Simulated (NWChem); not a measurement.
System: CH$_{3}$BeCl; SMILES [CH3][Be][Cl]

Here is an NWChem input.

```
start job
memory heap 200 mb stack 900 mb global 1100 mb
geometry units angstroms noautoz
  Be     0.000000     0.000000     0.493469
  Cl     0.000000     0.000000    -1.319757
  C      0.000000     0.000000     2.171147
  H     -0.890179    -0.495187     2.581625
  H      0.016245     1.018511     2.581625
  H      0.873934    -0.523324     2.581625
end
basis spherical
  * library pcseg-2
end
dft
  xc xpbe96 cpbe96
  iterations 150
  mulliken
end
task dft energy
```

Coordinates come from a B3LYP/6-31G* (spherical d) optimisation.

### Question
Predict the main results of this run. (PBE/pcseg-2.) Quantities: basis functions; energy (Ha); highest occupied level (eV); orbital gap (eV); dipole (D).

### Answer
| Property | Value |
|---|---|
| number of basis functions | 121 |
| energy (Ha) | -514.69 |
| highest occupied level (eV) | -7.56 |
| orbital gap (eV) | 6.83 |
| dipole (D) | 1.18 |
